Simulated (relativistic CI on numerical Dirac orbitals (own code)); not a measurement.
## Te6+: calculation against measurement

Calculated at this level of theory: Dirac-Coulomb-Breit CI, KLI orbitals optimised for each configuration, model QED, unscaled Slater integrals (own radial code, finite nucleus).

Configurations in the expansion (outside the closed core [Ar] 3d10): 4s2 4p6 4d10, 4s2 4p6 4d9 5s, 4s2 4p6 4d9 4f, 4s2 4p6 4d9 5p, 4s2 4p6 4d9 5d, 4s2 4p6 4d9 6s, 4s2 4p6 4d9 6p, 4s2 4p6 4d9 5f, 4s2 4p6 4d9 6d, 4s2 4p5 4d10 4f, 4s2 4p6 4d9 7s, 4s2 4p6 4d9 5g, 4s2 4p6 4d9 7p, 4s2 4p6 4d9 6f, 4s2 4p5 4d10 5s, 4s 4p6 4d10 4f, 4s2 4p5 4d10 5p. Double excitations out of closed p, d and f shells are left out; levels of such configurations are missing from the list, as are those of other unlisted configurations, and high levels can miss mixing partners.

```
 Configuration  Term (tabulated)  J  Measured (cm⁻¹)  Computed  Error  Purity (%)
  4s2 4p6 4d10                1S  0              0.0         0      0         100
4s2 4p6 4d9 5s                3D  3         309000.0    309060     60         100
4s2 4p6 4d9 5s                3D  2         312090.0    312447    357          70
4s2 4p6 4d9 5s                3D  1         320370.0    321068    698         100
4s2 4p6 4d9 5s                1D  2         323620.0    325292   1672          70
4s2 4p6 4d9 5p               3P°  2         409310.0    405244  -4066          86
4s2 4p6 4d9 5p               3F°  3         412640.0    410813  -1827          57
4s2 4p6 4d9 5p               3P°  1         422870.0    418200  -4670          89
4s2 4p6 4d9 5p               3F°  4         422940.0    421230  -1710         100
4s2 4p6 4d9 5p               3D°  3         429910.0    429650   -260          69
4s2 4p6 4d9 5p               3P°  0         430050.0    426406  -3644         100
4s2 4p6 4d9 5p               1P°  1         430410.0    430445     35          85
4s2 4p6 4d9 5p               3D°  1         438960.0    438640   -320          75
```

Measured levels from Moore, Atomic Energy Levels, vol. III, NSRDS-NBS 35 (1971 reprint of NBS Circular 467, 1958); pairs were made by configuration, J and term (by order where the table uses no LS term), so strongly mixed levels may be paired wrongly. The analysis dates from before 1960.

Mean error by configuration (cm⁻¹): 4s2 4p6 4d9 5s 697; 4s2 4p6 4d9 5p -2058. Over the excited levels the mean absolute error is 1610 cm⁻¹ (12 of the 14 excited levels that our extract of the source holds in range could be paired, and the others can miss by more), and the median relative error of those above 1,000 cm⁻¹ is 0.31 %.
